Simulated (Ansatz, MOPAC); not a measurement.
System: BH$_{2}$S$_{3}$, net charge -1, singlet state. SMILES: B([S-])(S)S

Atoms: S1, B2, S3, S4, H5, H6. Bonds: S1-B2, B2-S3, B2-S4, S3-H5, S4-H6.

Bond lengths (Å) and angles (degrees) optimised at PM3 with MOPAC; PM6 with MOPAC; PM7 with MOPAC; MNDO with MOPAC; HF/6-31G* with Ansatz (an electronic-structure program); B3LYP/LANL2DZ with Ansatz, each started from the B3LYP-D3(BJ)/def2-TZVP structure (Ansatz) of the last column. A row stands for all coordinates that are equal there. 6-31G* holds six Cartesian d functions. No wavenumbers were computed at MNDO, B3LYP/LANL2DZ, so these may be saddle points.

| coordinate | PM3 | PM6 | PM7 | MNDO | HF/6-31G* | B3LYP/LANL2DZ | B3LYP-D3(BJ)/def2-TZVP |
|---|---|---|---|---|---|---|---|
| S1-B2 | 1.634 | 1.700 | 1.723 | 1.604 | 1.732 | 1.753 | 1.726 |
| B2-S3 | 1.805 | 1.846 | 1.870 | 1.754 | 1.887 | 1.943 | 1.875 |
| S3-H5 | 1.309 | 1.346 | 1.337 | 1.305 | 1.331 | 1.387 | 1.347 |
| S1-B2-S3 | 119.8 | 121.3 | 119.4 | 120.3 | 121.6 | 122.1 | 121.2 |
| S3-B2-S4 | 120.3 | 117.4 | 121.2 | 119.3 | 116.8 | 115.8 | 117.5 |
| B2-S3-H5 | 105.7 | 104.0 | 104.9 | 105.8 | 102.3 | 101.9 | 101.5 |

Mean signed difference of all 5 bond lengths from B3LYP-D3(BJ)/def2-TZVP: PM3 -0.062 Å, PM6 -0.018 Å, PM7 -0.007 Å, MNDO -0.090 Å, HF/6-31G* 0.000 Å, B3LYP/LANL2DZ 0.048 Å.
